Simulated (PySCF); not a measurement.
Stepwise substitution at one centre (In SH-H). Isolated molecules, 0 K electronic values unless said otherwise. One relaxed conformer stands for each flexible species; it need not be the lowest. Strings in code marks are SMILES.

The four lowest singlet excitations (Tamm–Dancoff). Level of theory: PBE-D3(BJ)/def2-TZVP // CAM-B3LYP-D3(BJ)/def2-TZVP in PySCF. Excitations are Tamm–Dancoff values on a coarser integration grid. The basis has no diffuse functions, so Rydberg states are missing or too high.

| state | energy (eV) | wavelength (nm) | oscillator strength |
|---|---|---|---|
| S1 | 4.46 | 278 | 0.049 |
| S2 | 4.75 | 261 | 0.001 |
| S3 | 5.22 | 238 | 0.002 |
| S4 | 5.24 | 237 | 0.032 |

Which member gives these states?
A) `[SH][InH2]`
B) `[SH][InH][SH]` (H–S–In–S torsion 180°, S–In–S–H torsion 0°)
C) `[SH][In]([SH])[SH]`

A, `[SH][InH2]`
